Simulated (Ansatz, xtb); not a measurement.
**GeH6O4Si: which of two isomers lies lower**

We compare I, `O[Si](O)(O)[O][GeH3]`, a singlet, with II, `[OH][GeH2][O][SiH](O)O`, a singlet. Both are isolated molecules in the gas phase, relaxed with PBE0-D4/def2-SVP; the shapes shown needn't be the lowest conformers.

I (Å):

| atom | x (Å) | y (Å) | z (Å) |
| --- | --- | --- | --- |
| Ge | -1.6602 | 0.3877 | 1.4852 |
| O | 1.3777 | -0.3642 | -1.5252 |
| O | 0.1714 | -2.5438 | -0.6553 |
| O | 1.2850 | -1.0086 | 1.1875 |
| O | -0.8021 | -0.0138 | -0.0322 |
| Si | 0.5033 | -0.9774 | -0.2668 |
| H | 1.3176 | 0.5891 | -1.6354 |
| H | 0.0514 | -2.7158 | -1.5936 |
| H | 1.8710 | -1.7561 | 1.3345 |
| H | -0.8275 | 1.4234 | 2.2576 |
| H | -3.0029 | 0.9821 | 1.0339 |
| H | -1.8669 | -0.8935 | 2.3096 |

II (Å):

```xyz
12

Ge    0.6915   -0.2970    1.1253
O    -0.2606   -1.7306    1.5072
O     0.1509    0.2764   -0.4846
O    -0.7032   -1.2597   -2.6209
O    -2.1789   -0.9873   -0.4627
Si   -1.0981   -0.1713   -1.4404
H    -1.1202   -1.6680    1.0558
H     2.1659   -0.7031    1.0255
H     0.4237    0.8670    2.0939
H    -1.6862    1.0514   -2.0403
H    -0.1680   -0.9492   -3.3563
H    -2.7566   -1.6138   -0.9108
```

Which of the two would you expect CCSD(T)/def2-SVP + ΔMP2/def2-TZVPP electronic energies to favour?

Structure I; the calculation gives E(II) − E(I) = +0.736 eV.

The same difference at several levels:

| level | geometry | E(II) − E(I) (eV) | departure from the last row (eV) | job, with rough time for the two |
| --- | --- | --- | --- | --- |
| PBE0-D4/def2-SVP | PBE0-D4/def2-SVP | +0.622 | −0.114 | optimisation, 3.1 min |
| HF/def2-SVP | PBE0-D4/def2-SVP | +0.745 | +0.009 | part of the CCSD(T) run |
| MP2/def2-SVP | PBE0-D4/def2-SVP | +0.600 | −0.136 | part of the CCSD(T) run |
| CCSD(T)/def2-SVP | PBE0-D4/def2-SVP | +0.611 | −0.124 | single point |
| CCSD(T)/def2-SVP + ΔMP2/def2-TZVPP | PBE0-D4/def2-SVP | +0.736 |  | single point, 2.4 min |

As drawn, II has 1 Ge–O, 1 Si–H in place of 1 O–Si, 1 Ge–H.

The levels shown agree on the order. The largest departure from CCSD(T)/def2-SVP + ΔMP2/def2-TZVPP is that of MP2/def2-SVP, 0.136 eV. No reliable frequencies are at hand for I, so it isn't confirmed as a minimum. Levels run at GFN2-xTB geometries aren't shown. The last row adds to CCSD(T) the change of the MP2 difference between the two basis sets, here +0.124 eV.

The correlated steps freeze 18 core orbitals; the filled d shell of Ge is correlated, in a basis made for valence electrons. Codes used: Ansatz 0.2.0, xtb 6.7.1; the last row on 2 threads of Arm Neoverse V1 on a shared host.
